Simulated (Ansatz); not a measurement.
Start from `[CH3][W]([OH])(=[S])=[S]` and change one atom or group to get `C[N](C)[W]([CH3])(=[S])=[S]`.

Ansatz, PBE0-D4/def2-TZVP geometries, multiplicity 1. Each molecule was computed in one conformer, which needn't be the lowest.

Elements past krypton have def2 core potentials.

```
                                      property  `[CH3][W]([OH])(=[S])=[S]`
           LUMO energy (B3LYP/def2-TZVPP) / eV                       -2.70
          HOMO–LUMO gap (PBE0/def2-TZVPP) / eV                        4.66
             HOMO energy (PBE/def2-TZVPP) / eV                       -6.10
           HOMO energy (B3LYP/def2-TZVPP) / eV                       -6.95
size of the dipole moment (PBE/def2-TZVPP) / D                        3.04
            LUMO energy (PBE0/def2-TZVPP) / eV                       -2.54
```

Q: Give the same properties after the change, and the shifts. (Estimate.)

A: Ansatz gave: 
| property | `C[N](C)[W]([CH3])(=[S])=[S]` | shift |
| --- | --- | --- |
| LUMO energy (B3LYP/def2-TZVPP) / eV | -2.41 | 0.29 |
| HOMO–LUMO gap (PBE0/def2-TZVPP) / eV | 4.67 | 0.01 |
| HOMO energy (PBE/def2-TZVPP) / eV | -5.82 | 0.28 |
| HOMO energy (B3LYP/def2-TZVPP) / eV | -6.68 | 0.27 |
| size of the dipole moment (PBE/def2-TZVPP) / D | 4.82 | 1.78 |
| LUMO energy (PBE0/def2-TZVPP) / eV | -2.25 | 0.29 |

The zero-point energy changes by 181.7 kJ/mol with +21 modes. Dipoles are sizes alone; their direction can turn.

B3LYP here is the variant with VWN-RPA as its local correlation; programs differ in this.
